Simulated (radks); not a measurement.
Coulomb parameter of the 4f shell of the samarium ion Sm3+ in the model configuration [Xe] 4f3.5 5d1.5, as a second difference U = [E(n + 0.25) + E(n - 0.25) - 2 E(n)] / (0.25)^2 with all orbitals relaxed. "Bare": the charge of the atom changes with n. "Screened": the 5d shell takes up the change at fixed total charge, which measures U(4f,4f) + U(5d,5d) - 2 U(4f,5d). All-electron calculation, scalar-relativistic Kohn-Sham, SCAN, spin-unpolarised, spherical densities, finite nucleus; meta-GGA in the generalised Kohn-Sham scheme; Fermi nuclear charge, rms radius 5.0819 fm. Program: a radial shooting solver on a logarithmic mesh with Libxc functionals. Estimate both.

Answer. U(bare) = 19.502 eV, U(screened by 5d) = 5.720 eV, against the Slater integral F0(4f,4f) = 30.051 eV with frozen orbitals.
